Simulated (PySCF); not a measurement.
## Removing an electron from `COCc1cccs1`

Species: C₆H₈OS.
Structure used (PBE0-D3(BJ)/def2-SVP), in Å, numbered top down from 1:
```xyz
16
C6H8OS angstrom
C     -2.328    0.803    0.777
O     -2.010   -0.260   -0.071
C     -0.987   -1.082    0.413
C      0.349   -0.399    0.486
C      1.025    0.228   -0.532
C      2.249    0.814   -0.108
C      2.484    0.626    1.229
S      1.211   -0.250    1.973
H     -1.474    1.491    0.925
H     -2.659    0.448    1.773
H     -3.154    1.361    0.313
H     -0.929   -1.930   -0.287
H     -1.245   -1.496    1.409
H      0.641    0.269   -1.553
H      2.934    1.349   -0.767
H      3.342    0.953    1.815
```

Level: wB97X-D/def2-SVPD (PySCF). Frontier orbitals with their largest atomic shares (Löwdin; up to four atoms above 4 %):

```csv
orbital,ε (eV),main atoms
HOMO−3,-11.04,"O2 46 %, C3 12 %, C1 12 %, S8 5 %"
HOMO−2,-9.65,"O2 56 %, C1 12 %, C3 8 %, C4 6 %"
HOMO−1,-9.13,"S8 42 %, C6 20 %, C5 17 %, C7 8 %"
HOMO,-8.63,?
LUMO,1.10,"S8 23 %, C4 20 %, C7 20 %, C5 12 %"
LUMO+1,2.02,"S8 66 %, C7 6 %, H13 6 %, C4 6 %"
LUMO+2,2.16,"S8 40 %, C1 9 %, C6 7 %, C5 6 %"
```

**Question.** What vertical ionisation energy does ΔSCF give, and how far is −ε(HOMO) from it?

**Answer.** ΔSCF: 8.71 eV (840 kJ/mol; threshold wavelength 142 nm); ⟨S²⟩ of the doublet left behind is 0.768, against 0.75 for a pure doublet. −ε(HOMO) is 8.63 eV, 0.08 eV below it. For the exact functional −ε(HOMO) would equal the first vertical ionisation energy; wB97X-D (range-separated hybrid) comes within 0.08 eV of that here. Holes in the HOMO−1 and HOMO−2 were tried too where these lie within 1.2 eV of the HOMO; the lowest converged state counts.

**Question.** On which atoms does the HOMO lie?

**Answer.** C7 (aromatic CH next to a ring sulfur) 27 %, C4 (substituted aromatic carbon) 26 %, C5 (aromatic CH carbon) 15 %, C6 (aromatic CH carbon) 13 %, so no atom holds as much as 40 %. The HOMO−1 lies 0.50 eV lower.

**Question.** Shift the occupied levels rigidly so that −ε(HOMO) equals the ΔSCF value. What binding energies result?

**Answer.** The shift is +0.08 eV: HOMO 8.71, HOMO−1 9.21, HOMO−2 9.73, HOMO−3 11.12 eV. A rigid shift is only a rough guide to the deeper ionisations.

**Question.** How many of the 10 lowest singlet excitations (vertical TDDFT, same level) lie below the ionisation energy?

**Answer.** All 10; they run from 5.64 to 7.62 eV.

Geometry: PBE0-D3(BJ)/def2-SVP, one conformer, isolated molecule.

These values come from a run that also computed excited states and ΔSCF ions. Time: 7.4 min of wall time. Hardware: one thread, Arm Neoverse V1, shared host.
